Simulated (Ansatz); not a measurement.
AgCl, triplet, at a GFN2-xTB geometry (such geometries of metal compounds can be far from the true shape) (the multiplicity is a formal guess) (core potentials on Ag); HF/def2-SVP (Ansatz, a first-principles code).

The Ansatz input:
Ansatz 0.2 input:
```yaml
crystal:
  periodic: [false, false, false]
  atoms:
    - {symbol: Ag, position_ang: [-0.00000000, -0.00000000, -0.65923567]}
    - {symbol: Cl, position_ang: [0.00000000, 0.00000000, 1.82259273]}
basis:
  gaussian:
    orbitals: def2-SVP
hamiltonian:
  xc: hf
magnetization: {spin_polarized: true, initial_magnetization: 2}
accuracy: high
```

It wrote (shortened):

```
Functional definition: HF
895 factors; integrals over basis functions are off by at most 3.4e-9 eV
mean field evaluation 1: about -16470.6196 eV, gradient 2.0e1 eV
mean field evaluation 2: about -16470.7112 eV, gradient 2.0e1 eV
mean field evaluation 4: about -16473.1421 eV, gradient 2.0e0 eV
mean field evaluation 8: about -16473.2493 eV, gradient 3.5e-1 eV
mean field evaluation 16: about -16473.2528 eV, gradient 1.1e-6 eV
mean field evaluation 32: about -16470.0054 eV, gradient 1.8e1 eV
mean field evaluation 64: about -16471.3020 eV, gradient 1.5e1 eV
mean field evaluation 96: about -16471.9475 eV, gradient 2.9e-1 eV
mean field evaluation 128: about -16471.4334 eV, gradient 1.3e1 eV
mean field evaluation 160: about -16473.2279 eV, gradient 8.0e-1 eV
mean field evaluation 192: about -16473.2334 eV, gradient 9.7e-1 eV
mean field -16473.25281744 eV, -605.3808750690 hartree, gradient 3.8e-8 eV, S^2 2.008670; 3 other end points of the search recorded, 0 dependent functions left out
reference -16473.25281744 eV, -605.3808750690 hartree; 19, 17 occupied and 30, 32 virtual orbitals, 895 factors
Total energy: -16473.25281744 eV, -605.3808750690 hartree
```
